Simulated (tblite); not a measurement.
Compound: C5H9O3 (charge -1).
Geometry (GFN2-xTB, Å), atoms numbered from 1 in this order:
```
atom  x, y, z in Å
C1     1.9589   -0.5396   -0.8453
C2     1.5030    0.1750    0.4269
O3     0.3154   -0.3712    0.9465
C4    -0.8859    0.3398    0.6080
C5    -2.0399   -0.6392    0.7585
C6    -0.9030    0.9661   -0.8638
O7    -0.8802    2.2036   -0.8933
O8    -0.9490    0.1604   -1.8014
H9     2.1486   -1.5907   -0.6349
H10    1.1650   -0.4670   -1.5851
H11    2.8659   -0.0790   -1.2341
H12    1.3737    1.2443    0.2226
H13    2.2662    0.0614    1.2137
H14   -0.9945    1.1802    1.3189
H15   -1.9705   -1.1772    1.7050
H16   -1.9943   -1.3506   -0.0636
H17   -2.9864   -0.1045    0.7114
```

All values are computed: GFN2-xTB (tblite) harmonic vibrations without scaling, gas phase. Errors from tens to a few hundred cm⁻¹ against measured bands are possible. One conformer, not necessarily the lowest.

Harmonic wavenumbers (cm⁻¹): 28.9, 48.3, 137.5, 168.2, 184.3, 227.0, 239.7, 299.6, 378.1, 452.3, 505.7, 647.8, 736.3, 785.6, 822.7, 887.4, 959.7, 1011.4, 1075.4, 1092.4, 1114.1, 1124.5, 1186.5, 1263.2, 1284.3, 1309.9, 1317.4, 1346.7, 1379.5, 1392.6, 1472.9, 1479.9, 1483.2, 1495.5, 1497.9, 1784.5, 2791.1, 2843.2, 2919.8, 2972.2, 3003.5, 3017.1, 3018.7, 3024.1, 3040.2.

A = 2463, B = 1812, C = 1413 MHz; mass 117.055 u (most abundant isotopes); point group C1, symmetry number 1.

**Question.** What is the zero-point energy?

**Answer.** Half the sum of the wavenumbers: 29625 cm⁻¹ = 84.70 kcal/mol.

**Question.** What is S at 273.15 K and 1 bar for an ideal gas of classical rigid rotors and harmonic oscillators?

**Answer.** Translation 39.78, rotation 28.06, vibration 25.72: S = 93.6 cal/(mol K).

**Question.** And Cp and H(273.15 K) − H(0)?

**Answer.** Cp = 31.88 cal/(mol K), of which vibrations give 23.93 (their classical limit is 45 R = 89.4); H(273.15 K) − H(0) = 5.67 kcal/mol without the zero-point energy, 3.50 from vibrations.

**Question.** What must be added to the electronic energy to get the Gibbs energy at 273.15 K and 1 bar?

**Answer.** ZPE + [H(273.15 K) − H(0)] − T·S = 84.70 + 5.67 − 25.56 = 64.81 kcal/mol.

**Question.** How do the functions run with temperature in this model?

**Answer.** 
```tsv
T (K)	S (cal/(mol K))	Cp (cal/(mol K))	H − H(0) (kcal/mol)	G − H(0) (kcal/mol)	ln q(vib)
100	69.3	18.3	1.31	-5.62	2.18
200	84.6	26.2	3.55	-13.36	4.72
300	96.6	34.1	6.56	-22.44	7.12
500	117.8	49.8	14.99	-43.93	11.66
800	145.1	65.9	32.55	-83.49	18.08
1000	160.6	73.0	46.49	-114.09	22.08
```

q(vib) and H(0) count from the zero-point level.

**Question.** Which modes carry the vibrational entropy at 273.15 K?

**Answer.** 28.9 cm⁻¹: 5.73; 48.3 cm⁻¹: 4.71; 137.5 cm⁻¹: 2.67; 168.2 cm⁻¹: 2.29; 184.3 cm⁻¹: 2.12; 227.0 cm⁻¹: 1.75 cal/(mol K); the other 39 give 6.44 together.

**Question.** Blend soft modes into free rotors: weight 1/[1 + (100 cm⁻¹/ν̃)⁴] for the oscillator and the rest for a rotor with moment μB/(μ + B), μ = h/(8π²ν), B = 10⁻⁴⁴ kg m². What vibrational entropy results?

**Answer.** 22.82 cal/(mol K) in place of 25.72, which changes −T·S at 273.15 K by +0.79 kcal/mol.

Hindered rotation and anharmonicity are outside this model. Other conformers, if any are populated, would add a mixing term that is left out. The structure is chiral; the term R ln 2 for an equal mix with its mirror image is left out.
